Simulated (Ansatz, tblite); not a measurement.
Forces on the cluster As3P5⁻ at its PBE-D4/def2-SVP geometry. Charge -1, multiplicity 2.

The xTB rows come from tblite. The structure comes from a short search, and lower isomers may exist.

GFN1-xTB (tblite), largest force 1.35 eV/Å:

```xyz
8
positions Å, forces eV/Å
P    -0.987   -1.477    0.432    0.291    0.386   -0.249
P     0.736   -0.520    1.532   -0.829    0.984   -0.396
P     1.631    0.714   -0.135   -0.519   -0.221   -0.114
P    -0.190    2.058   -0.217    0.017   -0.779    0.689
P    -0.631    1.344    1.904    0.241   -0.660   -1.033
As   -2.039    0.634    0.085    0.887    0.040    0.556
As   -0.163   -2.141   -1.599    0.463    0.542    0.131
As    1.642   -0.612   -2.000   -0.552   -0.292    0.417
```

GFN2-xTB (tblite), largest force 1.52 eV/Å:

```
P 0.225 0.274 -0.137
P -0.794 1.078 -0.403
P -0.289 -0.279 -0.093
P -0.067 -0.871 0.889
P 0.270 -0.667 -1.335
As 0.872 0.044 0.484
As 0.236 0.463 0.164
As -0.453 -0.041 0.430
```

PBE-D4/def2-TZVPD (Ansatz), largest force 0.50 eV/Å:

```
P 0.187 0.250 0.027
P -0.231 0.226 -0.262
P -0.345 -0.069 0.132
P 0.044 -0.282 0.255
P 0.153 -0.210 -0.427
As 0.230 -0.016 0.094
As 0.007 0.078 0.093
As -0.046 0.025 0.088
```
